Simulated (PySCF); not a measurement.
W(O)(NH)(F)(Cl) (ClFHNOW), SMILES [NH]=[W](=[O])([F])[Cl], multiplicity 1. The structure is a stationary point at PBE0-D3(BJ)/def2-SVP. The multiplicity is an assumed one; no other spin state was optimised. The structure was generated by enumeration; whether it is a known compound was not checked. The def2 effective core potentials stand for the cores of W; spin–orbit coupling is left out.

Level of theory: PBE0-D3(BJ)/def2-SVP run with PySCF 2.14.0.

Harmonic wavenumbers (cm⁻¹): 141, 182, 231, 250, 325, 416, 547, 653, 708, 1023, 1064, 3653. Rotational constants (GHz): 3.650, 1.947, 1.826; symmetry number 1.

Problem. Work out the zero-point energy and the ideal-gas rigid-rotor harmonic-oscillator thermochemistry at 298.15 K and 1 atm.

Solution. ZPE = ½ Σ hcν = ½ × 9194 cm⁻¹ = 54.99 kJ/mol. H − E(el) = 73.91 kJ/mol. Entropy in J/(mol K): translation 178.54, rotation 115.51, vibration 51.30, total 345.35. G − E(el) = -29.05 kJ/mol. Cp = 91.58 J/(mol K). Modes under 150 cm⁻¹ make the vibrational entropy uncertain.
